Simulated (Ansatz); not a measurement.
Species: LuF (charge 0, singlet). 
Coordinates optimised at B3LYP-D3(BJ)/def2-TZVP (Ansatz, a first-principles code):
SMILES: [F][Lu]
```xyz
2

Lu     0.0000     0.0000    -0.2159
F      0.0000     0.0000     1.7033
```

Basis-set convergence of Hartree-Fock and CCSD correlation energies (hartree) with Ansatz. Correlated levels leave the core frozen unless marked. Spin-orbit coupling is left out. The frozen core is the preceding noble-gas configuration, with the filled d and f shells of earlier blocks. Past Kr the def2 sets carry scalar-relativistic core potentials.

The Hartree-Fock reference is unstable (checked in the largest basis), which strains HF and MP2. 

```tsv
basis	functions	E(HF)	E(corr, CCSD)
def2-SVP	95	-1331.84356	-0.24416
def2-TZVPP	136	-1332.00551	-0.30867
def2-QZVPP	195	-1332.01763	-0.33405
```

Extrapolating the two largest sets (X = 3 and 4) as X^-3: E(corr) = (64·(-0.33405) - 27·(-0.30867))/37 = -0.3526 Eh, an estimate of the basis-set limit. The largest set recovers 94.7 % of it, the smallest 69.3 %.
